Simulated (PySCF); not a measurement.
PySCF input for C5H5Cl, SMILES C=C(Cl)C#CC, PBE0-D3(BJ)/def2-SVP. Geometry optimised at PBE0-D3(BJ)/def2-SVP. The structure was generated by enumeration, and PubChem lists no compound with its InChIKey, so it may never have been made.

```python
import numpy as np
from pyscf import gto, scf, dft, df
from pyscf.hessian import thermo

mol = gto.M(
    atom='''
    C     1.68316178    1.34087388    0.00000000
    C     0.47619786    0.75966123    0.00000000
    Cl   -0.96840463    1.74344835    0.00000000
    C     0.23906776   -0.64133664   -0.00000000
    C     0.01852184   -1.83579304   -0.00000000
    C    -0.24317408   -3.26242854   -0.00000000
    H     1.78426126    2.42697121    0.00000000
    H     2.58084631    0.72060494    0.00000000
    H     0.19048398   -3.74480183   -0.89013090
    H     0.19048398   -3.74480184    0.89013090
    H    -1.32584782   -3.46245574   -0.00000000
    ''',
    basis='def2-SVP',
    charge=0,
    spin=0,
    max_memory=1600,
    verbose=3,
)
mf = dft.RKS(mol, xc='pbe0').density_fit(auxbasis='def2-universal-jkfit')
mf.disp = 'd3bj'
mf.grids.level = 3
mf.conv_tol = 1e-11
mf.max_cycle = 100
mf.kernel()

# [left out here: the lines that compute and print the analytic Hessian (its translational invariance restored by hand, since the grid's response is missing), thermochemistry and intensities]
```

It prints:

```
converged SCF energy = -652.98938246651

WARN: DFTD3 does not support analytical Hessian, using finite difference


WARN: Mole.unit (angstrom) is changed to Bohr

Mode                                 0                   1                   2
Irrep
Freq [cm^-1]                       16.9620            101.2434            155.1990
Reduced mass [au]                   1.0392              4.5124              3.7448
Force const [Dyne/A]                0.0002              0.0273              0.0531
Char temp [K]                      24.4045            145.6667            223.2968
Normal mode                   x     y     z       x     y     z       x     y     z
       0   C                -0.00  0.00  0.04   -0.02 -0.10  0.00   -0.00 -0.00 -0.08
       1   C                 0.00  0.00  0.01   -0.06 -0.02 -0.00   -0.00 -0.00  0.06
       2  Cl                -0.00 -0.00 -0.02    0.01  0.09  0.00    0.00  0.00 -0.02
       3   C                 0.00 -0.00  0.01   -0.11 -0.01 -0.00   -0.00 -0.00  0.17
       4   C                 0.00 -0.00  0.00   -0.02 -0.03 -0.00    0.00 -0.00  0.11
       5   C                -0.00 -0.00 -0.00    0.13 -0.06  0.00    0.00 -0.00 -0.11
       6   H                -0.00  0.00  0.04    0.06 -0.11  0.00    0.00 -0.00 -0.23
       7   H                 0.00  0.00  0.06   -0.06 -0.16  0.00   -0.00 -0.00 -0.05
       8   H                -0.48  0.09 -0.29    0.18 -0.01  0.00    0.03  0.15 -0.18
       9   H                 0.48 -0.09 -0.29    0.18 -0.01 -0.00   -0.03 -0.15 -0.18
      10   H                -0.00  0.00  0.56    0.15 -0.18  0.00    0.00 -0.00 -0.18
Mode                                 3                   4                   5
Irrep
Freq [cm^-1]                      303.8428            348.9128            370.0789
Reduced mass [au]                   4.4285              2.9455              4.1854
Force const [Dyne/A]                0.2409              0.2113              0.3377
[...]
       6   H                -0.14  0.04 -0.00    0.00 -0.00  0.03    0.11  0.07 -0.00
       7   H                 0.01  0.10 -0.00    0.00 -0.00 -0.38    0.18  0.11 -0.00
       8   H                -0.04  0.00 -0.00    0.01  0.05 -0.02   -0.04 -0.12  0.00
       9   H                -0.04  0.00  0.00   -0.01 -0.05 -0.02   -0.04 -0.12 -0.00
      10   H                -0.01  0.16 -0.00    0.00 -0.00 -0.02   -0.02 -0.06 -0.00
Mode                                 9                  10                  11
Irrep
Freq [cm^-1]                      711.0059            798.9579            899.5311
Reduced mass [au]                   1.1394              2.5427              1.3713
Force const [Dyne/A]                0.3394              0.9563              0.6537
Char temp [K]                    1022.9792           1149.5225           1294.2249
Normal mode                   x     y     z       x     y     z       x     y     z
       0   C                -0.00  0.00  0.00    0.03 -0.06  0.00    0.00 -0.00 -0.15
       1   C                -0.00  0.00 -0.04    0.08 -0.15  0.00   -0.00 -0.00  0.05
       2  Cl                 0.00 -0.00 -0.01   -0.04  0.03 -0.00    0.00  0.00 -0.00
       3   C                 0.00  0.00  0.09   -0.02 -0.03  0.00    0.00 -0.00 -0.01
       4   C                 0.00  0.00 -0.02    0.00  0.00  0.00   -0.00  0.00 -0.00
       5   C                -0.00  0.00 -0.00    0.02  0.12 -0.00    0.00 -0.00  0.00
       6   H                 0.00  0.00  0.69   -0.38 -0.03  0.00   -0.00 -0.00  0.59
       7   H                -0.00 -0.00 -0.62    0.26  0.27  0.00    0.00 -0.00  0.60
       8   H                -0.00 -0.01  0.00    0.03  0.13 -0.01   -0.00  0.01 -0.00
       9   H                 0.00  0.01  0.00    0.03  0.13  0.01    0.00 -0.01 -0.00
      10   H                -0.00  0.00 -0.00    0.02  0.14  0.00    0.00  0.00 -0.00
Mode                                12                  13                  14
Irrep
Freq [cm^-1]                     1025.4507           1027.4875           1059.0068
Reduced mass [au]                   1.4224              1.4311              2.0454
Force const [Dyne/A]                0.8812              0.8902              1.3515
Char temp [K]                    1475.3953           1478.3258           1523.6750
Normal mode                   x     y     z       x     y     z       x     y     z
       0   C                 0.00  0.00  0.00   -0.00 -0.00  0.00   -0.03  0.11  0.00
       1   C                 0.00 -0.00  0.00   -0.00  0.00  0.00    0.05 -0.07  0.00
       2  Cl                 0.00 -0.00  0.00   -0.00  0.00 -0.00   -0.00  0.01 -0.00
       3   C                 0.00 -0.00  0.01   -0.01  0.00  0.00   -0.04 -0.09  0.00
       4   C                -0.00  0.00 -0.09    0.09 -0.02 -0.00   -0.01 -0.07 -0.00
       5   C                 0.00 -0.00  0.13   -0.13  0.02  0.00    0.02  0.09  0.00
       6   H                 0.00  0.00 -0.02   -0.00 -0.00 -0.00    0.47  0.06  0.00
       7   H                 0.00  0.00  0.01   -0.00 -0.00  0.00   -0.28 -0.27  0.00
       8   H                 0.01  0.52 -0.15    0.30  0.24  0.09    0.04  0.14 -0.01
       9   H                -0.01 -0.52 -0.15    0.30  0.24 -0.09    0.04  0.14  0.01
      10   H                 0.00  0.00 -0.30   -0.01 -0.60 -0.00    0.01  0.15  0.00
Mode                                15                  16                  17
Irrep
Freq [cm^-1]                     1252.4211           1381.6571           1403.3984
Reduced mass [au]                   3.2942              1.2169              1.4030
Force const [Dyne/A]                3.0444              1.3687              1.6280
Char temp [K]                    1801.9552           1987.8969           2019.1779
Normal mode                   x     y     z       x     y     z       x     y     z
       0   C                 0.07 -0.02  0.00    0.01 -0.00 -0.00   -0.04 -0.01 -0.00
       1   C                -0.11  0.14 -0.00    0.05  0.04 -0.00   -0.04 -0.08 -0.00
       2  Cl                 0.01 -0.01  0.00   -0.00 -0.00  0.00    0.00  0.00  0.00
       3   C                -0.01 -0.11 -0.00    0.00  0.01 -0.00    0.01  0.05 -0.00
       4   C                -0.02 -0.11  0.00   -0.00 -0.01  0.00    0.01  0.05  0.00
       5   C                 0.01  0.06 -0.00   -0.02 -0.11  0.00   -0.02 -0.10  0.00
       6   H                 0.04 -0.00  0.00   -0.39  0.03 -0.00    0.53 -0.05 -0.00
       7   H                 0.27  0.27 -0.00   -0.20 -0.30 -0.00    0.25  0.39 -0.00
       8   H                 0.05  0.16 -0.03    0.15  0.36 -0.16    0.10  0.20 -0.10
       9   H                 0.05  0.16  0.03    0.15  0.36  0.16    0.10  0.20  0.10
      10   H                -0.01  0.17  0.00   -0.11  0.40 -0.00   -0.08  0.24 -0.00
Mode                                18                  19                  20
Irrep
Freq [cm^-1]                     1439.2192           1439.6436           1696.6150
Reduced mass [au]                   1.0373              1.0370              6.4356
Force const [Dyne/A]                1.2660              1.2664             10.9146
Char temp [K]                    2070.7160           2071.3267           2441.0513
Normal mode                   x     y     z       x     y     z       x     y     z
       0   C                 0.00  0.00  0.00   -0.00 -0.00 -0.00    0.16  0.08 -0.00
       1   C                 0.00 -0.00  0.00   -0.00  0.00  0.00   -0.17 -0.12 -0.00
       2  Cl                -0.00  0.00 -0.00    0.00 -0.00 -0.00    0.00 -0.00  0.00
       3   C                 0.00  0.00  0.00   -0.00 -0.00  0.00    0.01  0.02 -0.00
       4   C                -0.00  0.00 -0.02    0.02 -0.00 -0.00    0.01  0.04 -0.00
       5   C                -0.00  0.00 -0.05    0.04 -0.01 -0.00   -0.00 -0.02 -0.00
       6   H                -0.00  0.00  0.00    0.00 -0.00  0.00   -0.13  0.14 -0.00
       7   H                -0.00 -0.00 -0.00    0.00  0.00 -0.00   -0.01 -0.21 -0.00
       8   H                 0.42  0.25  0.04   -0.43  0.27 -0.37    0.00 -0.00 -0.01
       9   H                -0.42 -0.25  0.04   -0.43  0.27  0.37    0.00 -0.00  0.01
      10   H                -0.00  0.00  0.69    0.10 -0.40  0.00   -0.01 -0.01  0.00
Mode                                21                  22                  23
Irrep
Freq [cm^-1]                     2369.5032           3051.6143           3143.8987
Reduced mass [au]                  11.9367              1.0365              1.1035
Force const [Dyne/A]               39.4865              5.6870              6.4261
Char temp [K]                    3409.1876           4390.5936           4523.3702
Normal mode                   x     y     z       x     y     z       x     y     z
       0   C                -0.00  0.00 -0.00    0.00 -0.00  0.00   -0.00 -0.00 -0.00
       1   C                 0.01  0.03 -0.00   -0.00 -0.00  0.00   -0.00 -0.00  0.00
       2  Cl                -0.00  0.00  0.00   -0.00 -0.00 -0.00   -0.00 -0.00  0.00
       3   C                -0.04 -0.20  0.00    0.00  0.00  0.00    0.00 -0.00  0.00
       4   C                 0.04  0.20 -0.00   -0.00 -0.00  0.00    0.00 -0.00  0.00
       5   C                -0.00 -0.03 -0.00   -0.01 -0.05  0.00    0.00 -0.00  0.09
       6   H                -0.00  0.00 -0.00   -0.00  0.00  0.00    0.00  0.00  0.00
       7   H                 0.00  0.00 -0.00    0.00 -0.00  0.00    0.00 -0.00  0.00
       8   H                -0.00 -0.01  0.00   -0.23  0.24  0.47    0.27 -0.29 -0.54
       9   H                -0.00 -0.01 -0.00   -0.23  0.24 -0.47   -0.27  0.29 -0.54
      10   H                -0.00 -0.01  0.00    0.54  0.09  0.00   -0.00 -0.00  0.02
Mode                                24                  25                  26
Irrep
Freq [cm^-1]                     3148.6668           3189.0890           3304.5199
Reduced mass [au]                   1.1036              1.0611              1.1201
Force const [Dyne/A]                6.4462              6.3580              7.2065
Char temp [K]                    4530.2305           4588.3891           4754.4683
Normal mode                   x     y     z       x     y     z       x     y     z
       0   C                 0.00  0.00 -0.00    0.06  0.03  0.00    0.04 -0.09 -0.00
       1   C                 0.00  0.00 -0.00   -0.01 -0.00  0.00    0.00 -0.00  0.00
       2  Cl                -0.00  0.00  0.00   -0.00  0.00 -0.00   -0.00  0.00 -0.00
       3   C                -0.00 -0.00  0.00    0.00 -0.00  0.00    0.00  0.00 -0.00
       4   C                -0.00  0.00  0.00    0.00  0.00  0.00   -0.00  0.00 -0.00
       5   C                -0.09  0.01  0.00    0.00 -0.00 -0.00   -0.00 -0.00 -0.00
       6   H                -0.00 -0.00 -0.00   -0.06 -0.66  0.00    0.07  0.68  0.00
       7   H                -0.00  0.00 -0.00   -0.58  0.40  0.00   -0.53  0.36  0.00
       8   H                 0.14 -0.16 -0.31   -0.00  0.00  0.00    0.00  0.00  0.00
       9   H                 0.14 -0.16  0.31   -0.00  0.00 -0.00    0.00  0.00 -0.00
      10   H                 0.77  0.14  0.00   -0.00 -0.00 -0.00    0.00 -0.00 -0.00
temperature 298.1500 [K]
pressure 101325.00 [Pa]
Rotational constants [GHz] 6.01098 1.41416 1.15317
Symmetry number 1
Zero-point energy (ZPE) 0.08059 [Eh]   211589.391 [J/mol]
                           tot       elec      trans        rot        vib
Entropy [J/mol/K]       362.903      0.000    166.248    116.673     79.982
Cv [J/mol/K]             97.889      0.000     12.472     12.472     72.946
Cp [J/mol/K]            106.204      0.000     20.786     12.472     72.946
Internal energy [J/mol]                      3718.434   3718.434 222856.890
Internal energy [Eh]   -652.90167  -652.98938
Enthalpy [J/mol]                             6197.391   3718.434 222856.890
Enthalpy [Eh]          -652.90072
Gibbs free energy [J/mol]                  -43369.410 -31067.546 199010.199
Gibbs free energy [Eh] -652.94194
mode   freq/cm-1   IR/(km/mol)
   1       16.96         0.012
   2      101.24         2.160
   3      155.20         5.691
   4      303.84         2.583
   5      348.91         2.556
   6      370.08         0.450
   7      521.23         1.894
   8      590.23         1.392
   9      625.60        14.670
  10      711.01         0.014
  11      798.96        38.592
  12      899.53        41.787
  13     1025.45         3.854
  14     1027.49         2.212
  15     1059.01        24.648
  16     1252.42        65.637
  17     1381.66         2.539
  18     1403.40         6.958
  19     1439.22        10.072
  20     1439.64         9.381
  21     1696.62        49.458
  22     2369.50        52.094
  23     3051.61        14.869
  24     3143.90         1.403
  25     3148.67         1.062
  26     3189.09         1.905
  27     3304.52         0.183
max |gradient| / (hartree/bohr): 3.9209997145487095e-05
APT charges: [-0.2931  0.6474 -0.3371 -0.2991  0.0657  0.0349  0.0775  0.0684  0.0087
  0.0087  0.0179]
```

Self-consistency was reached.
